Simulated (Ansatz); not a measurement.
Born–Oppenheimer molecular dynamics of AlCl3 (4 atoms, charge 0, multiplicity 1). It starts from a relaxed structure.

The calculation used RKS PBE/def2-SVP in Ansatz.

* ensemble: NVT, Langevin thermostat
* time step: 2 fs
* steps asked: 250
* set temperature: 200 K
* friction: 0.01 /fs
* seed: 211216

First frame:

```xyz
4
Properties=species:S:1:pos:R:3
Al 0.000 0.000 0.000
Cl 0.000 0.000 2.093
Cl 1.813 0.000 -1.047
Cl -1.813 0.000 -1.047
```

**Question.** What does the run give?

**Answer.** The run went to its last step.

| Item | Value |
| --- | --- |
| steps done | 250 |
| time covered | 500 fs |
| mean temperature over the second half | 168 K |
| spread of the potential energy over the second half | 4.2 meV per atom |
| mean potential energy of the second half above the start | 11.2 meV per atom |

The mean temperature of the second half is 16 % below the set value. A run of 0.5 ps of so small a system gives no equilibrium averages.

**Question.** What happens to the structure?

**Answer.** The same pairs are bonded in the first frame and the last. Pairs count as bonded within 1.25 times the sum of covalent radii (0.12 Å more for H–H). Another seed would give other details.

**Question.** How do temperature and energy run in time?

**Answer.** 
```
time (fs)  T (K)  potential energy less start (eV)
      0.0    150                             0.000
     16.0     99                             0.028
     32.0     67                             0.035
     48.0     93                             0.039
     64.0    148                             0.050
     80.0    193                             0.010
     96.0     94                             0.018
    112.0    141                             0.024
    128.0    181                             0.040
    144.0    204                             0.024
    160.0    210                             0.016
    176.0    219                             0.046
    192.0    153                             0.025
    208.0     94                             0.061
    224.0    110                             0.036
    240.0     68                             0.063
    256.0    127                             0.045
    272.0    129                             0.032
    288.0    189                             0.019
    304.0    169                             0.032
    320.0    144                             0.028
    336.0    134                             0.029
    352.0    109                             0.065
    368.0    164                             0.018
    384.0    151                             0.069
    400.0    163                             0.040
    416.0    108                             0.069
    432.0    107                             0.074
    448.0    240                             0.060
    464.0    252                             0.045
    480.0    301                             0.037
    496.0    266                             0.056
```

The run took 6.7 min on 1 thread of Arm Neoverse V1, on a shared host, peak memory 0.12 GiB.
